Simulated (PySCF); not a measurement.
**Static response to an electric field**

Species: C7H7O2 (charge -1).
SMILES with atom numbers: `[CH2:1]=[CH:2]/[CH:3]=[CH:4]/[C:5](=[CH2:6])[C:7](=[O:8])[O-:9]` (hydrogens: H10, H11 on C1; H12 on C2; H13 on C3; H14 on C4; H15, H16 on C6)

Geometry (GFN2-xTB, Å), atoms numbered from 1 in this order:
```
atom  x, y, z in Å
C1     3.1457    0.9537    0.4551
C2     2.1834    0.0336    0.3773
C3     0.8129    0.3144    0.0523
C4    -0.1321   -0.6386   -0.0181
C5    -1.5293   -0.4463   -0.3365
C6    -2.3443   -1.5058   -0.3574
C7    -2.1666    0.9620   -0.6679
O8    -1.4152    1.9459   -0.6414
O9    -3.3774    0.9270   -0.9228
H10    2.9377    1.9947    0.2713
H11    4.1657    0.7026    0.7025
H12    2.4295   -1.0083    0.5690
H13    0.5224    1.3365   -0.1454
H14    0.1582   -1.6750    0.1809
H15   -2.0115   -2.5169   -0.1444
H16   -3.3866   -1.3704   -0.5951
```

Level: PBE0/def2-SVPD (PySCF), static field, nuclei fixed, core orbitals frozen in the response. The polarisability tensor in these axes (au):

```
x   174.78  34.64  18.96
y    34.64 113.68   0.15
z    18.96   0.15  66.03
```

Diagonalise the tensor; give its mean and Δα, where Δα² is half the sum of the squared differences of the eigenvalues.

Principal values 62.06, 99.64 and 192.80 au; mean 118.16 au = 17.51 Å³ = 19.48 × 10⁻⁴⁰ C²·m²/J; Δα = 116.59 au (99 % of the mean).

Along which axes do the principal values lie, and how far do the nuclei extend along each?

Largest value along (0.91, 0.40, 0.14), where the nuclei span 7.85 Å; middle along (-0.37, 0.91, -0.20), 4.34 Å; least along (-0.20, 0.13, 0.97), 0.01 Å. The response follows the extents in order.

Traceless (Buckingham) quadrupole moment about the centre of nuclear charge: eigenvalues?

-27.94, 11.69, 16.25 D·Å. The values depend on the origin, since the species is charged. The electronic extent ⟨r²⟩ about the same centre is 1578 bohr², a root-mean-square distance of 2.59 Å for the 66 electrons.

Rayleigh depolarisation ratio (linearly polarised light, static tensor)?

ρ = 3Δα²/(45ᾱ² + 4Δα²) = 40778.0/(628321 + 54370.7) = 0.0597.

In TDDFT the mean static polarisability is Σ f/ω² over all singlet excitations (ω in hartree). How much of it do the 6 lowest give? Their energies (eV) and oscillator strengths: 3.00, 0.0000; 3.19, 0.0000; 3.56, 0.0223; 4.63, 0.8377; 4.73, 0.0002; 4.97, 0.0003.

They add up to 30.27 au, 25.6 % of the 118.16 au; the largest single term is 28.95 au, from the state at 4.63 eV. Terms in order: 0.00, 0.00, 1.30, 28.95, 0.01, 0.01 au. Higher excitations give the rest. The strengths listed sum to 0.860.

Geometry: GFN2-xTB, one conformer, isolated ion.

The run behind these numbers computed excited states as well. Rough CPU time on one thread of a shared machine: about 2.3 min (grids of density and orbitals included).
